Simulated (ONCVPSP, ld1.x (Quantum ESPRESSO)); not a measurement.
Pseudopotentials across the periodic table

Generated with ld1.x 7.5 (TM, RRKJ, ultrasoft, PAW), atompaw 4.2 or ONCVPSP 4.0.1. The cutoff is in Ry: for ld1.x and atompaw files where the sum of valence levels is converged to 10 mRy in a Bessel basis, for ONCV files where the hardest occupied wave has 1 mHa per electron of residual kinetic energy. The error is the largest all-electron minus pseudo excitation energy over each file’s own four to seven test configurations (ionisations up to +4, promotions, holes and added fractions of an electron), all of which were solved. The labels leave out finer settings (local radius, basis sizes, second energies), which also bear on the numbers. Spin-polarised tests are not counted. The rows are a selection from randomly drawn settings: files with unsolved tests, undetermined cutoffs or missed reference levels are left out.

```tsv
element	potential	cutoff (Ry)	largest error (meV)	bound ghosts
Al	TM, PBE, scalar-relativistic, rc 1.65/1.65/1.40 (spd), local smoothed, core correction no, reference 3s2 3p1	18	+47	none
P	ONCV, PBE, scalar-relativistic, rc 1.35/1.65 (sp), local smoothed, core correction yes, reference 3s2 3p1, qcut 5.9/4.3, projectors 2/2	23	+53	none
I	ONCV, PBE, scalar-relativistic, rc 1.55/1.70/1.45 (spd), local smoothed, core correction yes, reference 4d10 5s2 5p5, qcut 3.3/5.5/11.3, projectors 1/1/2	92	+81	none
La	ONCV, LDA (Perdew-Wang 92), scalar-relativistic, rc 2.05/2.00/1.85/2.00 (spdf), local smoothed, core correction yes, reference 5s2 5p6, qcut 5.1/3.8/6.1/5.4, projectors 2/2/2/2	52	+56	none
Tm	ONCV, revPBE, fully relativistic, rc 2.10/2.10/2.90 (spd), local smoothed, core correction yes, reference 5s2 5p6 5d1 6s1.75 6p0.25, qcut 7.4/8.4/4.6, projectors 2/2/1	37	+29	none
```

Fill in the row for V: ONCV, PBEsol, scalar-relativistic, rc 3.05/2.50/1.70 (spd), local smoothed, core correction no, reference 3d3 4s2, qcut 1.8/3.9/9.3, projectors 3/2/3.

cutoff 65 Ry, largest error +28 meV, bound ghosts: none.
